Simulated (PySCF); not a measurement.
Match each property card to its molecule.

Structures:
1. `n1ccn(n1)CC#C`
2. `CC(C)[C@H](C)Cl`
3. `FC(F)(F)[SiH2]C`
4. `C[SiH2][Si@H](N)C(F)(F)F`

Card P (geometry GFN2-xTB):
- Rotational constants A, B, C: 4.216, 1.964, 1.806 GHz
- Static isotropic polarisability (PBE0/def2-SVPD): 54.8 au
- 13C chemical shifts (computed TMS as zero) by class (GIAO PBE0/pcSseg-1): 140.3 (1 C), -9.5 (1 C) ppm
- Strongest line among the 6 lowest singlet transitions (TDDFT PBE0/def2-SVPD): S3 at 8.79 eV (141 nm, f = 0.099)
- Lowest triplet excitation (Tamm–Dancoff) (TDA PBE0/def2-SVPD): 7.65 eV

Card Q (geometry GFN2-xTB):
- Rotational constants A, B, C: 1.910, 0.925, 0.825 GHz
- Static isotropic polarisability (PBE0/def2-SVPD): 90.8 au
- Strongest line among the 8 lowest singlet transitions (TDDFT PBE0/def2-SVPD): S4 at 7.21 eV (172 nm, f = 0.037)
- HOMO energy (PBE0/def2-SVPD): -7.71 eV
- Isotropic shieldings of nuclei other than C and H, by class (GIAO PBE0/pcSseg-1): 268 (1 N), 247 (3 F), 379 (1 Si), 434 (1 Si) ppm

Card R (geometry GFN2-xTB):
- Rotational constants A, B, C: 6.062, 1.412, 1.250 GHz
- Static isotropic polarisability (PBE0/def2-SVPD): 73.5 au
- Point group: C1
- 13C chemical shifts (computed TMS as zero) by class (GIAO PBE0/pcSseg-1): 139.3 (1 C), 129.3 (1 C), 83.1 (1 C), 82.2 (1 C), 40.5 (1 C) ppm
- Isotropic shieldings of nuclei other than C and H, by class (GIAO PBE0/pcSseg-1): -135 (1 N), -119 (1 N), 3 (1 N) ppm

Card S (geometry GFN2-xTB):
* Rotational constants A, B, C: 3.780, 2.146, 1.465 GHz
* Static isotropic polarisability (PBE0/def2-SVPD): 75.9 au
* HOMO energy (PBE0/def2-SVPD): -8.24 eV
* Isotropic shieldings of nuclei other than C and H, by class (GIAO PBE0/pcSseg-1): 770 (1 Cl) ppm
* Point group: C1

Each SMILES stands for a single optimised conformer of the isolated species, non-relativistic unless stated; the electronic structure was computed with PySCF and density fitting. NMR classes are plain means over equivalent atoms (diastereotopic ones count apart unless rotation or inversion swaps them), as if these changed places fast.

Question: Which card belongs to which structure?

Answer: P = 3, Q = 4, R = 1, S = 2. What ties each card to its structure:
- 1 (card R), C5H5N3, monoisotopic mass 107.0 u, 8 heavy atoms: 5 C in 5 classes; the least shielded carbon (139.3 ppm) is an aromatic CH next to a ring nitrogen; an asymmetric top with C = 1.250 GHz; polarisability 73.5 au for 56 electrons.
- 2 (card S), C5H11Cl, monoisotopic mass 106.1 u, 6 heavy atoms: an asymmetric top with C = 1.465 GHz; polarisability 75.9 au for 58 electrons.
- 3 (card P), C2H5F3Si, monoisotopic mass 114.0 u, 6 heavy atoms: 2 C in 2 classes; the least shielded carbon (140.3 ppm) is a CF3 carbon; an asymmetric top with C = 1.806 GHz, the highest such constant on the cards; polarisability 54.8 au for 58 electrons, the smallest shown.
- 4 (card Q), C2H8F3NSi2, monoisotopic mass 159.0 u, 8 heavy atoms: an asymmetric top with C = 0.825 GHz, the lowest such constant on the cards; polarisability 90.8 au for 82 electrons, the largest shown.
